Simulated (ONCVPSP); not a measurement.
**palladium (Pd): variants of one ONCV potential**

Base potential:

- Element: Pd
- Generator: ONCVPSP 4.0.1
- Type: optimised norm-conserving Vanderbilt (ONCV)
- Functional: PW91
- Relativity: scalar-relativistic
- Frozen core: [Ar] 3d10
- Valence charge: 18
- Reference configuration: 4s2 4p6 4d8 (charge +2)
- Partial waves: 4s: rc 1.55 bohr, ncon 4, nbas 9, qcut 8.1 1/bohr, 2 projectors, debl 3.3 Ha; 4p: rc 1.10 bohr, ncon 3, nbas 7, qcut 7.3 1/bohr, 2 projectors, debl 3.9 Ha; 4d: rc 2.00 bohr, ncon 5, nbas 10, qcut 9.5 1/bohr, 2 projectors, debl 2 Ha
- Local potential: polynomial inside 0.85 bohr (lpopt 5, dvloc0 1 Ha)
- Core correction: Teter function, fcfact 3.25, rcfact 1.45

In the s channel the program set the typed energies aside and used -4.063, 0.050 Ha.

All-electron outer shells of the reference configuration (PW91, scalar-relativistic, ld1.x):

```csv
shell,level (eV),outermost node (bohr),outermost maximum (bohr)
4s,-110.57,0.45,0.85
4p,-76.18,0.46,0.91
4d,-27.40,0.45,1.07
```

Cutoffs, loose and tight: the cutoffs (Ha) at which the residual kinetic energy of the hardest occupied pseudo-wave falls to 1 and 0.1 mHa per electron. They do not see the model core or the augmentation charge, which bear on the density cutoff. Test errors are all-electron minus pseudo excitation energies from the reference, over the configurations 4s2 4p6 4d10; 4s2 4p6 4d9; 4s2 4p6 4d7; 4s2 4p6 4d8 5s1. A dash means not determined; rows that change the core or the reference have their own tests.

| change | outcome | cutoff, loose | cutoff, tight | bound ghosts | GHOST(+) flags above zero | largest test error (meV) |
| --- | --- | --- | --- | --- | --- | --- |
| base | generated, projector energies reset by the program | 74 Ha | 172 Ha | none | s | +4.2 |
| s: rc 1.12 | generated, projector energies reset by the program | 74 Ha | 172 Ha | none | s | +4.2 |
| p: nproj 1 | generated, projector energies reset by the program | 74 Ha | 172 Ha | none | s | +4.7 |
| d: qcut 11.2 | generated, projector energies reset by the program | 74 Ha | 172 Ha | none | s | +4.2 |
| local potential polynomial inside 0.85 bohr (lpopt 5, dvloc0 -0.5 Ha) | generated, projector energies reset by the program | 74 Ha | 172 Ha | none | s | +4.2 |
| local potential polynomial inside 0.80 bohr (lpopt 4, dvloc0 1 Ha) | generated, projector energies reset by the program | 74 Ha | 172 Ha | none | s | +4.1 |
| core correction Teter function, fcfact 3.25, rcfact 1.62 | generated, projector energies reset by the program | 74 Ha | 172 Ha | none | s | +3.5 |
| functional Wu-Cohen | generated, projector energies reset by the program | 73 Ha | 171 Ha | none | s | +4.5 |
| core correction none | generated, projector energies reset by the program | 74 Ha | 172 Ha | none | s | +4.2 |

Question: What comes out with this change to the base: s: qcut 5.2; p: qcut 4.7; d: qcut 6.2?

Answer: outcome: generated, projector energies reset by the program; cutoff, loose: 73 Ha; cutoff, tight: 169 Ha; bound ghosts: none; GHOST(+) flags above zero: s, d; largest test error (meV): +27.

Question: What comes out with this change to the base: reference 4s2 4p6 4d9.75?

Answer: outcome: generated; cutoff, loose: 73 Ha; cutoff, tight: 170 Ha; bound ghosts: none; GHOST(+) flags above zero: s; largest test error (meV): -265.

Question: What comes out with this change to the base: d: qcut 7.1?

Answer: outcome: generated, projector energies reset by the program; cutoff, loose: 74 Ha; cutoff, tight: 172 Ha; bound ghosts: none; GHOST(+) flags above zero: s; largest test error (meV): +15.
